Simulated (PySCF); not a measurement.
Ligands exchanged one at a time, Si C2H5-I. Isolated molecules, 0 K electronic values unless said otherwise. One relaxed conformer stands for each flexible species; it need not be the lowest. Strings in code marks are SMILES.

The numbers are results of B3LYP-D3(BJ)/def2-TZVP // B3LYP-D3(BJ)/def2-SVP in PySCF 2.14.0, not measurements. All candidates: neutral, multiplicity 1. B3LYP has the VWN-RPA correlation part, as in Gaussian. Delta-SCF ions had no search for a lower state. Excitations are Tamm–Dancoff values on a coarser integration grid. The basis has no diffuse functions, so Rydberg states are missing or too high.

```json
{
  "HOMO": "-7.10 eV",
  "T1 excitation (TDA)": "4.52 eV",
  "vertical ionisation energy (Delta-SCF)": "9.02 eV"
}
```

Question: Say which member has these values.
(A) `CC[Si](I)(I)CC` (C–C–Si–I torsion -59°, I–Si–C–C torsion 59°)
(B) `CC[Si](CC)(CC)CC`
(C) `CC[Si](I)(CC)CC`
(D) `CC[Si](I)(I)I` (C–C–Si–I torsion 180°)

Answer: A, `CC[Si](I)(I)CC` (C–C–Si–I torsion -59°, I–Si–C–C torsion 59°). The others give `CC[Si](CC)(CC)CC`: -7.47 eV, 7.06 eV, 9.21 eV; `CC[Si](I)(CC)CC`: -6.93 eV, 5.36 eV, 8.97 eV; `CC[Si](I)(I)I` (C–C–Si–I torsion 180°): -7.23 eV, 3.82 eV, 9.01 eV
